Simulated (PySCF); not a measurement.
**Löwdin shares of the frontier orbitals**

C₃H₁₀B₂O₂.
Atom-mapped SMILES: `[BH2:1][O:2][BH:3][O:4][CH:5]([CH3:6])[CH3:7]` (hydrogens: H8, H9 on B1; H10 on B3; H11 on C5; H12, H13, H14 on C6; H15, H16, H17 on C7)

Structure used (PBE0-D3(BJ)/def2-SVP), in Å, numbered top down from 1:
```xyz
17
C3H10B2O2 angstrom
B      2.276   -2.219   -0.466
O      1.607   -1.083   -0.268
B      1.035   -0.012    0.338
O     -0.297    0.070    0.517
C     -1.209   -0.960    0.144
C     -2.525   -0.298   -0.209
C     -1.336   -1.959    1.280
H      2.549   -2.540   -1.602
H      2.579   -2.907    0.487
H      1.722    0.912    0.696
H     -0.813   -1.477   -0.748
H     -3.256   -1.046   -0.550
H     -2.383    0.440   -1.011
H     -2.939    0.222    0.668
H     -0.370   -2.439    1.498
H     -2.059   -2.749    1.023
H     -1.684   -1.453    2.193
```

Computed with TDDFT wB97X-D/def2-SVPD, vertical, gas phase, core orbitals frozen in the response in PySCF 2.14.0, density-fitted response routines.

Frontier orbitals with the atoms that hold most of them (Löwdin shares over 4%, at most four atoms; ? is withheld):

| orbital | ε (eV) | atoms |
| --- | --- | --- |
| HOMO-3 | -11.59 | O2 25%, B3 22%, H10 21%, O4 9% |
| HOMO-2 | -11.23 | O4 28%, C5 13%, C6 11%, C7 11% |
| HOMO-1 | -10.97 | ? |
| HOMO | -10.22 | O2 25%, B1 20%, O4 18%, H9 12% |
| LUMO | 1.14 | ? |
| LUMO+1 | 1.91 | B1 33%, B3 32%, C7 5%, C6 4% |
| LUMO+2 | 2.32 | B3 31%, O2 24%, O4 19%, H10 10% |

Task: Give the leading atoms of the LUMO.

Result: B1 (bonded to O and 2 H) 45%; O2 (bonded to 2 B) 23%; H9 (bonded to B) 11%; H8 (bonded to B) 10%. By element: boron 45% or more, oxygen 23% or more, hydrogen 22% or more.

Task: Which atoms hold the HOMO-1, and with what shares?

Result: O4 (bonded to B and C) 30%; C5 (bonded to 2 C, O and H) 20%; H11 (bonded to C) 13%; C7 (bonded to C and 3 H) 7%. By element: oxygen 30% or more, carbon 27% or more, hydrogen 13% or more.

Task: The HOMO–LUMO gap is 11.36 eV. Where does the response calculation put the lowest singlet, and from which orbitals?

Result: S1 is at 5.95 eV (f = 0.0003), 5.41 eV below the gap, made of HOMO→LUMO (83%), HOMO-2→LUMO (9%). Without the coupling terms of the response equations the lowest excitation would equal the gap.

Next come S2 at 8.09 eV (f 0.195), HOMO→LUMO+2 (54%), HOMO-1→LUMO (18%), HOMO→LUMO+1 (8%); S3 at 8.18 eV (f 0.034), HOMO→LUMO+1 (60%), HOMO-1→LUMO (19%); S4 at 8.31 eV (f 0.022), HOMO-1→LUMO (27%), HOMO→LUMO+2 (23%), HOMO→LUMO+1 (13%); S5 at 8.43 eV (f 0.059), HOMO-2→LUMO (39%), HOMO-3→LUMO (27%), HOMO→LUMO (9%).

Hardware: Arm Neoverse N1, one thread, shared host. Cost: 9.2 min of wall time, 0.97 GiB resident at most.

One conformer stands for the species.
